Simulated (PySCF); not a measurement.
Isomers of C3H7ClOSi2.

All values: PBE0/pcSseg-1 (PySCF) at GFN2-xTB geometries, gas phase, one conformer each.

Problem. Rank by HOMO energy, lowest first.
A. `[O:1]=[C:2]=[C:3]([Cl:4])[CH2:5][SiH2:6][SiH3:7]` with C2–C3–C5–Si6 110°, C3–C5–Si6–Si7 177°
B. `[O:1]=[C:2]=[C:3]([Cl:4])[SiH2:5][CH2:6][SiH3:7]` with C2–C3–Si5–C6 7°, C3–Si5–C6–Si7 71°
C. `[O:1]=[C:2]([Cl:3])[CH:4]=[C:5]([SiH3:6])[SiH3:7]` with O1–C2–C4–C5 0°

Solution. C (-8.54 eV), B (-7.02 eV), A (-6.61 eV).

Problem. Rank by the highest IAO charge on any atom, highest value first.
A. `[O:1]=[C:2]=[C:3]([Cl:4])[SiH2:5][CH2:6][SiH3:7]` with C2–C3–Si5–C6 7°, C3–Si5–C6–Si7 71°
B. `[O:1]=[C:2]=[C:3]([Cl:4])[CH2:5][SiH2:6][SiH3:7]` with C2–C3–C5–Si6 110°, C3–C5–Si6–Si7 177°
C. `[O:1]=[C:2]1[CH2:3][C@H:4]([Cl:5])[SiH2:6][SiH2:7]1` with O1–C2–C3–C4 135°, C2–C3–C4–Cl5 171°, C3–C4–Si6–Si7 -29°, C4–Si6–Si7–C2 5°
D. `[O:1]=[C:2]([Cl:3])[CH:4]=[C:5]([SiH3:6])[SiH3:7]` with O1–C2–C4–C5 0°

Solution. A (+0.810 e), D (+0.617 e), B (+0.454 e), C (+0.437 e).

Problem. Rank by the lowest IAO charge on any atom, lowest value first.
A. `[O:1]=[C:2]=[C:3]([Cl:4])[CH2:5][SiH2:6][SiH3:7]` with C2–C3–C5–Si6 110°, C3–C5–Si6–Si7 177°
B. `[O:1]=[C:2]=[C:3]([Cl:4])[SiH2:5][CH2:6][SiH3:7]` with C2–C3–Si5–C6 7°, C3–Si5–C6–Si7 71°
C. `[O:1]=[C:2]([Cl:3])[CH:4]=[C:5]([SiH3:6])[SiH3:7]` with O1–C2–C4–C5 0°
D. `[O:1]=[C:2]1[CH2:3][C@H:4]([Cl:5])[SiH2:6][SiH2:7]1` with O1–C2–C3–C4 135°, C2–C3–C4–Cl5 171°, C3–C4–Si6–Si7 -29°, C4–Si6–Si7–C2 5°

Solution. B (-0.833 e), A (-0.510 e), C (-0.449 e), D (-0.365 e).

All values together:

```tsv
SMILES	μ (D)	HOMO (eV)	LUMO (eV)	lowest IAO charge (e)	highest IAO charge (e)	lowest Hirshfeld charge (e)	highest Hirshfeld charge (e)
O=C=C(Cl)C[SiH2][SiH3]	1.76	-6.61	-2.04	-0.510 (C)	+0.454 (Si)	-0.156 (C)	+0.241 (Si)
O=C=C(Cl)[SiH2]C[SiH3]	1.82	-7.02	-2.12	-0.833 (C)	+0.810 (Si)	-0.245 (C)	+0.337 (Si)
O=C1C[C@H](Cl)[SiH2][SiH2]1	2.16	-6.99	-1.81	-0.365 (O)	+0.437 (Si)	-0.214 (O)	+0.237 (Si)
O=C(Cl)C=C([SiH3])[SiH3]	2.48	-8.54	-2.83	-0.449 (C)	+0.617 (Si)	-0.161 (O)	+0.324 (Si)
```

Conformers: `[O:1]=[C:2]=[C:3]([Cl:4])[CH2:5][SiH2:6][SiH3:7]` with C2–C3–C5–Si6 110°, C3–C5–Si6–Si7 177°; `[O:1]=[C:2]=[C:3]([Cl:4])[SiH2:5][CH2:6][SiH3:7]` with C2–C3–Si5–C6 7°, C3–Si5–C6–Si7 71°; `[O:1]=[C:2]1[CH2:3][C@H:4]([Cl:5])[SiH2:6][SiH2:7]1` with O1–C2–C3–C4 135°, C2–C3–C4–Cl5 171°, C3–C4–Si6–Si7 -29°, C4–Si6–Si7–C2 5°; `[O:1]=[C:2]([Cl:3])[CH:4]=[C:5]([SiH3:6])[SiH3:7]` with O1–C2–C4–C5 0°.
